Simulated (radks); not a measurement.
Initial-state core-level shifts of the arsenic ion As2+ when its valence configuration changes from [Ar] 3d10 4s2 4p1. All-electron calculation, scalar-relativistic Kohn-Sham, PBEsol, spin-unpolarised, spherical densities, point nucleus. Program: a radial shooting solver on a logarithmic mesh with Libxc functionals. Shifts are changes of the shell-averaged eigenvalues in eV (positive: less bound).

valence,1s,2s,2p,3s
3d9 4s2 4p2,-13.917,-15.278,-15.166,-12.377
3d8 4s2 4p3,-28.685,-31.585,-31.358,-25.075
3d8 4p5,-31.515,-34.389,-34.138,-27.906
3d10 4s1 4p2,-1.671,-1.619,-1.614,-1.663
3d8 4s1.5 4p3.5,-29.408,-32.300,-32.067,-25.796
3d9 4s1.5 4p2.5,-14.698,-16.042,-15.926,-13.154
3d10 4s0.5 4p2.5,-2.486,-2.409,-2.400,-2.475
3d9 4s0.5 4p3.5,-16.223,-17.536,-17.412,-14.674
3d10 4s1.5 4p1.5,-0.843,-0.816,-0.814,-0.838
